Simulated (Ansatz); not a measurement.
C2H4BNS (`B1C=NCS1`). The species carries charge 0 and has multiplicity 1.

```xyz
9

B     0.5098   -0.7831    1.0337
C     0.5387   -0.8850   -0.5282
N    -0.0533    0.0440   -1.1779
C    -0.6504    1.0332   -0.3550
S    -0.3889    0.6758    1.4265
H     0.9816   -1.5130    1.8441
H     1.0149   -1.6712   -1.1137
H    -0.2266    2.0159   -0.5813
H    -1.7258    1.0834   -0.5482
```

Q: What are the harmonic wavenumbers in cm⁻¹ at PBE0-D4/def2-TZVP (Ansatz, finite differences of forces, unscaled)? (Best estimate.)

A: The calculation gave: 266, 442, 522, 653, 728, 798, 827, 871, 884, 981, 1023, 1120, 1175, 1243, 1341, 1421, 1647, 2695, 3070, 3115, 3138.

Q: Is this a minimum?

A: Yes, all 21 modes are real.

Q: Give the ideal-gas thermochemistry at 298.15 K and 1 bar (rigid rotor, harmonic oscillator; point group Cs, symmetry number 1).

A: Zero-point energy 167.2 kJ/mol; H(298) − E = 181.3 kJ/mol; entropy 290.6 J/(mol·K), of which translation 164.3, rotation 106.4, vibration 19.9; G(298) − E = 94.7 kJ/mol.

Q: Rotational constants (cm⁻¹)?

A: 0.264, 0.1599, 0.1015.
